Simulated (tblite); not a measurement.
**Question.** Give a GFN2-xTB geometry of `C[SiH2]Oc1ncno1`.

**Answer.** 
```
atom  x, y, z in Å
C1     2.040    0.453   -0.691
Si2    1.447   -0.364    0.911
O3     0.017   -1.197    0.632
C4    -1.074   -0.642    0.239
N5    -1.290    0.620    0.000
C6    -2.594    0.623   -0.369
N7    -3.146   -0.547   -0.363
O8    -2.155   -1.402    0.038
H9     1.320    1.194   -1.032
H10    2.160   -0.280   -1.488
H11    2.994    0.952   -0.557
H12    2.210   -1.532    1.331
H13    1.195    0.610    1.970
H14   -3.123    1.512   -0.643
```

Any rigid rotation of these coordinates is as good. Atoms count from 1 in this order. The 5-membered ring C4–N5–C6–N7–O8 has internal angles of 102.2° to 114.0°; it is planar, 0.00 Å rms from its mean plane, widest ring torsion 0°. N5 (pyridine-type nitrogen) is bent (angle 102.2°). The C–N distances run from 1.294 Å (C6–N7, aromatic) to 1.356 Å (N5–C6, aromatic), a spread of 0.062 Å. Of the pairs four or more bonds apart, N5···H9 is among the closest relative to their van der Waals radii: 2.86 Å, 104 % of the sum of Bondi's values.

Bonds between heavy atoms (Å): C1–Si2 1.893, Si2–O3 1.678, O3–C4 1.286, C4–N5 1.303, N5–C6 1.356, C6–N7 1.294, N7–O8 1.369, C4–O8 1.336.

Structure optimised with GFN2-xTB, isolated species.

Point group: C1 (no symmetry element, even within 0.4 Å). Its GFN2-xTB frequencies are all real (lowest 48 cm⁻¹). One conformer, not necessarily the lowest (C1–Si2–O3–C4 -62°, Si2–O3–C4–N5 -1°).

Time: 0.89 s of wall time. Hardware: one thread of an Intel Xeon at 2.50 GHz, shared host with 64 logical CPUs at a one-minute load of 11. This is the geometry optimisation.

The numbers are calculated, not measured.
